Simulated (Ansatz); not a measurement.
System: BF, charge 1, doublet. BF+ (parent SMILES [B]F, doublet).
B3LYP-D3(BJ)/def2-TZVP minimum from Ansatz (a quantum-chemistry and plane-wave program):
```
B
F 1 1.2149
```
Charge +1, spin multiplicity 2.

Total energies in aug-cc-pVQZ, 9 correlated electrons, 2 frozen orbitals. Radicals and triplets start from unrestricted determinants; spin-orbit coupling is neglected. Cores are frozen in correlated methods. No relativity.

```
method    program  energy (Eh)  minus CCSDT(Q) (mEh)
--------  -------  -----------  --------------------
HF         Ansatz   -123.80634                328.98
MP2        Ansatz   -124.12441                 10.91
CCSD       Ansatz   -124.12336                 11.96
CCSD(T)    Ansatz   -124.13475                  0.57
CCSDT(Q)   Ansatz   -124.13532                  0.00
```

Rough core times of Ansatz's runs on a shared machine: CCSD(T) under 20 s, CCSDT(Q) 40 min.
